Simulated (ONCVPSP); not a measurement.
# Logarithmic derivatives: Pt, ONCV

Pt, optimised norm-conserving Vanderbilt (ONCV), made with ONCVPSP 4.0.1 (LDA (Perdew-Zunger), scalar-relativistic). Core [Kr] 4d10, reference 4f14 5s2 5p6 5d9 6s1. Waves: 5s+6s: rc 1.45 bohr, ncon 3, nbas 7, qcut 9.1 1/bohr, 3 projectors, debl 3.8 Ha; 5p: rc 1.50 bohr, ncon 5, nbas 9, qcut 10.2 1/bohr, 2 projectors, debl 2 Ha; 5d: rc 1.55 bohr, ncon 4, nbas 8, qcut 5.2 1/bohr, 2 projectors, debl 2.6 Ha; 4f: rc 0.85 bohr, ncon 3, nbas 8, qcut 19.5 1/bohr, 2 projectors, debl 3.4 Ha. Local part: polynomial inside 0.75 bohr (lpopt 4, dvloc0 6 Ha). Core correction: none.

In the p channel the program set the typed energies aside and used -2.069, 0.250 Ha.

The phase is arctan(r·R′/R) of the radial function R(r), unwrapped; energies in Ha, scanned from -5 to 5 Ha. A pole is an energy at which the radial function vanishes at the test radius. The pseudo phase is shifted by a multiple of π to meet the all-electron one at the reference energy, and phase errors are pseudo minus all-electron; the curves can meet again beyond the range given. Levels narrower than the energy grid can be missing from the lists of poles.

```tsv
channel	radius (bohr)	reference energy (Ha)	poles, all-electron	poles, pseudo	unbroken range about the reference energy with phases within 0.05 rad	phase error 1 Ha above the reference energy (rad)
s	1.48	-0.22	-3.04	-3.04	the whole range	+0.000
p	1.52	-2.07	-0.99	-0.99	the whole range	-0.000
d	1.58	-0.23	1.70	1.70	the whole range	-0.000
f	0.86	-2.59	-1.18	-1.18	the whole range	+0.000
```

Phases in the f channel:

| E (Ha) | all-electron | pseudo |
| --- | --- | --- |
| -4.96 | 0.501 | 0.502 |
| -4.72 | 0.361 | 0.362 |
| -4.48 | 0.187 | 0.187 |
| -4.24 | -0.022 | -0.022 |
| -4.00 | -0.257 | -0.257 |
| -3.76 | -0.494 | -0.495 |
| -3.52 | -0.712 | -0.712 |
| -3.28 | -0.896 | -0.897 |
| -3.04 | -1.046 | -1.046 |
| -2.80 | -1.165 | -1.165 |
| -2.56 | -1.261 | -1.261 |
| -2.32 | -1.339 | -1.339 |
| -2.08 | -1.403 | -1.403 |
| -1.84 | -1.457 | -1.457 |
| -1.60 | -1.503 | -1.503 |
| -1.36 | -1.543 | -1.543 |
| -1.12 | -1.579 | -1.579 |
| -0.88 | -1.610 | -1.610 |
| -0.64 | -1.639 | -1.639 |
| -0.40 | -1.666 | -1.666 |
| -0.16 | -1.691 | -1.691 |
| 0.08 | -1.714 | -1.714 |
| 0.32 | -1.736 | -1.736 |
| 0.56 | -1.758 | -1.758 |
| 0.80 | -1.779 | -1.779 |
| 1.04 | -1.800 | -1.800 |
| 1.28 | -1.821 | -1.821 |
| 1.52 | -1.841 | -1.841 |
| 1.76 | -1.862 | -1.862 |
| 2.00 | -1.884 | -1.883 |
| 2.24 | -1.905 | -1.905 |
| 2.48 | -1.928 | -1.928 |
| 2.72 | -1.952 | -1.952 |
| 2.96 | -1.977 | -1.976 |
| 3.20 | -2.003 | -2.002 |
| 3.44 | -2.030 | -2.030 |
| 3.68 | -2.060 | -2.060 |
| 3.92 | -2.092 | -2.091 |
| 4.16 | -2.127 | -2.126 |
| 4.40 | -2.164 | -2.163 |
| 4.64 | -2.205 | -2.203 |
| 4.88 | -2.250 | -2.248 |
